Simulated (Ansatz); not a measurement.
`[CH3][GaH][GeH2][F]` + `NCBO` → `COBCN` + `[F][GeH2][GaH2]`  (substitution at a C–Ga bond)

Gas-phase electronic energies from Ansatz, PBE0-D4/def2-TZVP geometries. CBS: MP2 limit from def2 TZ/QZ plus the TZ coupled-cluster correction, frozen cores. This one scheme is used for every species. Functionals use def2-TZVPP. B3LYP here is the variant with VWN-RPA as its local correlation; programs differ in this. For Ga, Ge outer-core shells are correlated without core-valence functions, which leaves a few kJ/mol of doubt a bond. Scalar relativity is left out up to krypton. One conformer a species, not always the lowest.

```tsv
level	ΔE (kJ/mol)	difference from CCSD(T)/CBS
PBE-D4	107.4	-2.7
ωB97M-V	104.1	-6.0
B2PLYP	102.7	-7.4
r2SCAN	106.6	-3.5
B3LYP	96.7	-13.4
CCSD/def2-TZVPP	103.4	-6.7
HF/def2-QZVPP	75.9	-34.2
HF/CBS(def2)	75.7	-34.4
MP2/CBS(def2)	119.6	9.5
CCSD/CBS(def2)	106.7	-3.4
CCSD(T)/CBS	110.1	0
```

Largest T1 diagnostic among the species: 0.013.

In def2-TZVPP, CCSD(T) changes the Hartree–Fock value by +28.7 kJ/mol (the triples alone add +3.4 kJ/mol) and MP2 by +38.2 kJ/mol.
